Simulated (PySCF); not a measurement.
## input.py for Sn2

The script input.py:

```python
from pyscf import gto, scf

mol = gto.M(
    atom='Sn 0 0 0; Sn 0 0 2.43',
    basis='def2-svp',
    ecp={'Sn': 'def2-svp'},
    charge=0,
    spin=2,
    verbose=4,
)
mf = scf.UHF(mol)
mf.kernel()
mf.nuc_grad_method().kernel()
mf.dip_moment()
print('orbital energies (hartree):', [e[max(0, n-3):n+3].round(4) for e, n in zip(mf.mo_energy, mol.nelec)])
```

```bash
$ OMP_NUM_THREADS=1 python input.py
```

The log (some set-up lines and the per-cycle HOMO/LUMO lines with their warnings removed):

```
PySCF version 2.14.0

[INPUT] verbose = 4
[INPUT] num. atoms = 2
[INPUT] num. electrons = 44
[INPUT] charge = 0
[INPUT] spin (= nelec alpha-beta = 2S) = 2
[INPUT] symmetry False subgroup None
[INPUT] Mole.unit = angstrom
[INPUT] Symbol           X                Y                Z      unit          X                Y                Z       unit  Magmom
[INPUT]  1 Sn     0.000000000000   0.000000000000   0.000000000000 AA    0.000000000000   0.000000000000   0.000000000000 Bohr   0.0
[INPUT]  2 Sn     0.000000000000   0.000000000000   2.430000000000 AA    0.000000000000   0.000000000000   4.592034482693 Bohr   0.0

nuclear repulsion = 105.399905384889
number of shells = 20
number of NR pGTOs = 122
number of NR cGTOs = 52
basis = def2-svp
ecp = {'Sn': 'def2-svp'}

******** <class 'pyscf.scf.uhf.UHF'> ********
method = UHF
initial guess = minao
damping factor = 0
level_shift factor = 0
DIIS = <class 'pyscf.scf.diis.CDIIS'>
diis_start_cycle = 1
diis_space = 8
diis_damp = 0
SCF conv_tol = 1e-09
SCF conv_tol_grad = None
SCF max_cycles = 50
direct_scf = True
direct_scf_tol = 1e-13
number electrons alpha = 23  beta = 21
Set gradient conv threshold to 3.16228e-05
init E= -379.922660025672

cycle= 1 E= -425.808483475485  delta_E= -45.9  |g|= 1.36  |ddm|= 6.34
cycle= 2 E= -426.610040917879  delta_E= -0.802  |g|= 0.487  |ddm|= 3.91
cycle= 3 E= -426.677137920213  delta_E= -0.0671  |g|= 0.0262  |ddm|= 0.546
cycle= 4 E= -426.678245912437  delta_E= -0.00111  |g|= 0.00855  |ddm|= 0.115
cycle= 5 E= -426.678377919778  delta_E= -0.000132  |g|= 0.00157  |ddm|= 0.0469
cycle= 6 E= -426.67838198449  delta_E= -4.06e-06  |g|= 0.00043  |ddm|= 0.00765
cycle= 7 E= -426.6783824351  delta_E= -4.51e-07  |g|= 9.37e-05  |ddm|= 0.00279
cycle= 8 E= -426.678382457032  delta_E= -2.19e-08  |g|= 2.47e-05  |ddm|= 0.000644
cycle= 9 E= -426.678382458716  delta_E= -1.68e-09  |g|= 4.58e-06  |ddm|= 0.000215
cycle= 10 E= -426.678382458774  delta_E= -5.84e-11  |g|= 9.79e-07  |ddm|= 4.08e-05
Extra cycle  E= -426.678382458777  delta_E= -2.16e-12  |g|= 4.61e-07  |ddm|= 4.42e-06
converged SCF energy = -426.678382458777  <S^2> = 2.0110612  2S+1 = 3.0073651

******** <class 'pyscf.grad.uhf.Gradients'> for <class 'pyscf.scf.uhf.UHF'> ********
unit = Eh/Bohr
--------------- UHF gradients ---------------
         x                y                z
0 Sn     0.0000000000     0.0000000000     0.0979583261
1 Sn    -0.0000000000    -0.0000000000    -0.0979583261
----------------------------------------------
Dipole moment(X, Y, Z, Debye): -0.00000,  0.00000,  0.00000
orbital energies (hartree): [array([-0.2945, -0.2945, -0.2627,  0.0121,  0.0121,  0.1406]), array([-0.5975, -0.4149, -0.2509, -0.0165, -0.0165,  0.0745])]
```

In short: E(SCF) = -426.678382 Eh, 10 cycles, ⟨S²⟩ = 2.011, μz(SCF) = 0.00 D, gradient on the second atom -0.0980 Eh/bohr.

It ran on Arm Neoverse V1 (1 thread, shared host) in 3.6 s, peak memory 0.12 GiB.

The bond length is a typed value, not an optimised one. No search for the lowest solution was made.
